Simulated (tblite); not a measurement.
A geometry optimisation, step by step.

Compound: C7H7FN (doublet state).
Numbering: `[CH3:1][c:2]1[cH:3][cH:4][c:5]([NH:6])[cH:7][c:8]1[F:9]` (hydrogens: H10, H11, H12 on C1; H13 on C3; H14 on C4; H15 on N6; H16 on C7)
Bond orders are those of one Lewis drawing.

Computed with GFN2-xTB (tblite), gas phase: L-BFGS steps from a force-field or distance-geometry start until the largest atomic force falls under 0.01 eV/Å. 8 of its 21 geometries are shown.

Step 0: E = -711.2793 eV, largest atomic force 2.019 eV/Å
```
atom  x, y, z in Å  |  force x, y, z in eV/Å
C1     -2.461   -0.125    0.015   -0.723   0.276  -0.293
C2     -0.986    0.010   -0.020    0.095  -0.004   0.271
C3     -0.348    1.241    0.156    0.769   0.506  -0.066
C4      1.040    1.345    0.144   -1.268   0.823   0.269
C5      1.851    0.206    0.009    1.929   0.529  -0.142
N6      3.185    0.339    0.005   -1.330  -0.168   0.033
C7      1.218   -1.027   -0.152   -1.493  -1.359  -0.024
C8     -0.168   -1.120   -0.145    0.994   0.154  -0.117
F9     -0.741   -2.337   -0.285    0.019   0.133   0.005
H10    -2.958    0.836   -0.190    0.263  -0.264   0.146
H11    -2.803   -0.472    0.998    0.117  -0.027  -0.203
H12    -2.815   -0.834   -0.745    0.155   0.012   0.276
H13    -0.945    2.152    0.290    0.239  -0.528  -0.110
H14     1.519    2.308    0.273   -0.053  -0.173  -0.033
H15     3.599   -0.582   -0.112    0.338   0.060   0.007
H16     1.804   -1.933   -0.251   -0.053   0.031  -0.019
```

Step 3: E = -711.3852 eV, largest atomic force 0.226 eV/Å
```
atom  x, y, z in Å  |  force x, y, z in eV/Å
C1     -2.471   -0.120    0.009    0.050   0.045  -0.017
C2     -0.985    0.014   -0.011    0.007  -0.028   0.073
C3     -0.339    1.248    0.152    0.096  -0.024  -0.023
C4      1.027    1.359    0.151   -0.024   0.008   0.043
C5      1.865    0.211    0.003    0.052  -0.028  -0.054
N6      3.165    0.334    0.006   -0.210   0.028   0.009
C7      1.202   -1.046   -0.150   -0.129  -0.125   0.019
C8     -0.160   -1.118   -0.149    0.025   0.067  -0.007
F9     -0.742   -2.331   -0.285   -0.085   0.047  -0.011
H10    -2.952    0.834   -0.186    0.030   0.074   0.028
H11    -2.800   -0.473    0.990    0.022  -0.032  -0.072
H12    -2.810   -0.837   -0.738    0.059  -0.071   0.057
H13    -0.939    2.138    0.286   -0.032  -0.055  -0.044
H14     1.518    2.309    0.273    0.000   0.081   0.010
H15     3.611   -0.575   -0.111    0.201   0.102   0.014
H16     1.802   -1.938   -0.252   -0.062  -0.090  -0.025
```

Step 6: E = -711.3975 eV, largest atomic force 0.162 eV/Å
```
atom  x, y, z in Å  |  force x, y, z in eV/Å
C1     -2.466   -0.114    0.006   -0.007  -0.015   0.031
C2     -0.982    0.015   -0.001    0.018   0.012  -0.066
C3     -0.333    1.247    0.151   -0.061   0.033   0.048
C4      1.030    1.361    0.156    0.031  -0.044  -0.051
C5      1.858    0.203   -0.004    0.009  -0.009   0.078
N6      3.152    0.336    0.006    0.142   0.078  -0.012
C7      1.195   -1.059   -0.147    0.065   0.008  -0.039
C8     -0.165   -1.116   -0.149   -0.058  -0.070   0.043
F9     -0.756   -2.324   -0.287   -0.118  -0.040  -0.018
H10    -2.946    0.844   -0.182    0.032  -0.024  -0.012
H11    -2.797   -0.478    0.980   -0.013   0.004   0.049
H12    -2.800   -0.846   -0.729    0.047   0.038  -0.026
H13    -0.943    2.128    0.279   -0.027   0.048  -0.018
H14     1.516    2.318    0.274   -0.010  -0.093  -0.007
H15     3.640   -0.553   -0.108    0.028   0.101   0.012
H16     1.791   -1.953   -0.256   -0.077  -0.026  -0.013
```

Step 9: E = -711.4040 eV, largest atomic force 0.084 eV/Å
```
atom  x, y, z in Å  |  force x, y, z in eV/Å
C1     -2.463   -0.112    0.009   -0.012  -0.028   0.018
C2     -0.980    0.015   -0.002   -0.030   0.003   0.041
C3     -0.333    1.248    0.154   -0.037  -0.022  -0.035
C4      1.031    1.355    0.154   -0.032  -0.024   0.021
C5      1.861    0.196    0.001   -0.028   0.014  -0.014
N6      3.154    0.349    0.005   -0.022   0.027   0.013
C7      1.191   -1.066   -0.150    0.032   0.017   0.030
C8     -0.170   -1.123   -0.145    0.001   0.035  -0.022
F9     -0.780   -2.322   -0.290    0.016   0.033   0.008
H10    -2.939    0.847   -0.181    0.002  -0.048  -0.010
H11    -2.796   -0.480    0.981    0.006   0.031   0.029
H12    -2.788   -0.846   -0.728   -0.010   0.049  -0.043
H13    -0.949    2.129    0.272    0.056  -0.005  -0.005
H14     1.516    2.312    0.274    0.031  -0.077  -0.015
H15     3.663   -0.527   -0.105    0.021   0.030  -0.001
H16     1.775   -1.967   -0.261    0.006  -0.034  -0.017
```

Step 11: E = -711.4055 eV, largest atomic force 0.069 eV/Å
```
atom  x, y, z in Å  |  force x, y, z in eV/Å
C1     -2.463   -0.114    0.011   -0.006  -0.005  -0.004
C2     -0.981    0.015   -0.001   -0.005  -0.024   0.029
C3     -0.336    1.248    0.153    0.032  -0.018  -0.020
C4      1.028    1.352    0.154   -0.025  -0.017   0.014
C5      1.861    0.196    0.002    0.023  -0.039  -0.022
N6      3.155    0.354    0.006   -0.067   0.006   0.013
C7      1.193   -1.067   -0.149   -0.046  -0.044   0.012
C8     -0.171   -1.122   -0.145    0.048   0.026  -0.010
F9     -0.785   -2.320   -0.290    0.049   0.040   0.007
H10    -2.937    0.844   -0.182   -0.025   0.008  -0.001
H11    -2.796   -0.478    0.984   -0.008   0.003   0.015
H12    -2.786   -0.842   -0.731   -0.027   0.000  -0.021
H13    -0.947    2.131    0.271    0.016   0.023  -0.001
H14     1.518    2.304    0.273    0.033  -0.006  -0.005
H15     3.668   -0.519   -0.104    0.005   0.034   0.001
H16     1.772   -1.972   -0.263    0.004   0.013  -0.007
```

Step 14: E = -711.4064 eV, largest atomic force 0.031 eV/Å
```
atom  x, y, z in Å  |  force x, y, z in eV/Å
C1     -2.464   -0.115    0.011   -0.010   0.009  -0.005
C2     -0.982    0.015    0.003    0.000   0.013  -0.012
C3     -0.336    1.247    0.152   -0.001   0.014   0.015
C4      1.027    1.348    0.155    0.018  -0.001  -0.009
C5      1.860    0.192    0.001   -0.009  -0.005   0.011
N6      3.151    0.358    0.008    0.009   0.007   0.004
C7      1.192   -1.070   -0.148    0.011  -0.001  -0.011
C8     -0.170   -1.120   -0.145   -0.015  -0.011   0.015
F9     -0.784   -2.317   -0.290    0.012  -0.028  -0.003
H10    -2.938    0.843   -0.182   -0.016   0.008   0.007
H11    -2.797   -0.477    0.986   -0.015  -0.008  -0.014
H12    -2.787   -0.840   -0.734   -0.019  -0.007   0.012
H13    -0.944    2.132    0.269    0.006   0.010  -0.003
H14     1.522    2.299    0.271    0.013  -0.009  -0.004
H15     3.673   -0.509   -0.104    0.003   0.014   0.000
H16     1.770   -1.975   -0.265    0.011  -0.006  -0.004
```

Step 17: E = -711.4068 eV, largest atomic force 0.017 eV/Å
```
atom  x, y, z in Å  |  force x, y, z in eV/Å
C1     -2.466   -0.115    0.011    0.000   0.003   0.000
C2     -0.983    0.015    0.002   -0.006  -0.005  -0.001
C3     -0.336    1.248    0.153   -0.009  -0.009  -0.005
C4      1.028    1.347    0.155   -0.010   0.006   0.006
C5      1.860    0.190    0.002    0.002   0.017  -0.001
N6      3.150    0.360    0.009    0.011   0.000   0.003
C7      1.192   -1.072   -0.149    0.006   0.012   0.004
C8     -0.170   -1.121   -0.143   -0.003  -0.004  -0.004
F9     -0.782   -2.319   -0.290   -0.006  -0.008   0.003
H10    -2.941    0.844   -0.181   -0.003  -0.004   0.005
H11    -2.799   -0.478    0.985   -0.005  -0.001  -0.012
H12    -2.790   -0.841   -0.733   -0.005   0.008   0.010
H13    -0.942    2.135    0.268    0.008  -0.004  -0.002
H14     1.525    2.296    0.270    0.008  -0.003  -0.003
H15     3.676   -0.504   -0.103    0.014  -0.005  -0.001
H16     1.770   -1.977   -0.266   -0.001  -0.002  -0.003
```

Step 20: E = -711.4068 eV, largest atomic force 0.008 eV/Å
```
atom  x, y, z in Å  |  force x, y, z in eV/Å
C1     -2.466   -0.114    0.011   -0.002  -0.001   0.001
C2     -0.983    0.015    0.002    0.001  -0.004   0.000
C3     -0.336    1.247    0.152    0.005  -0.002  -0.003
C4      1.028    1.347    0.155    0.005  -0.002   0.000
C5      1.860    0.191    0.002    0.005  -0.004   0.000
N6      3.151    0.360    0.009    0.001  -0.002   0.002
C7      1.192   -1.071   -0.149   -0.004   0.000   0.000
C8     -0.170   -1.121   -0.143    0.003   0.001  -0.002
F9     -0.782   -2.320   -0.290    0.001   0.003   0.003
H10    -2.942    0.844   -0.180    0.000   0.004   0.002
H11    -2.800   -0.478    0.984   -0.004  -0.002   0.004
H12    -2.792   -0.840   -0.733   -0.005   0.001  -0.004
H13    -0.941    2.135    0.268   -0.002  -0.004  -0.002
H14     1.527    2.295    0.270   -0.003   0.003   0.000
H15     3.677   -0.504   -0.103    0.003   0.002   0.001
H16     1.770   -1.976   -0.267   -0.003   0.007   0.000
```

Task: Summarise the path.

Result: The energy falls by 0.1275 eV from step 0 to step 20; nine tenths of that is first reached at step 5. It falls at every step. The largest force goes from 2.019 to 0.008 eV/Å. Among the bonds C5–C7 changes most, from 1.396 to 1.436 Å; the atoms move by 0.040 Å rms after alignment.

The cost below is that of the whole relaxation. On an Arm Neoverse V1 with one thread, no GPU, on a shared host, this took 0.13 s.
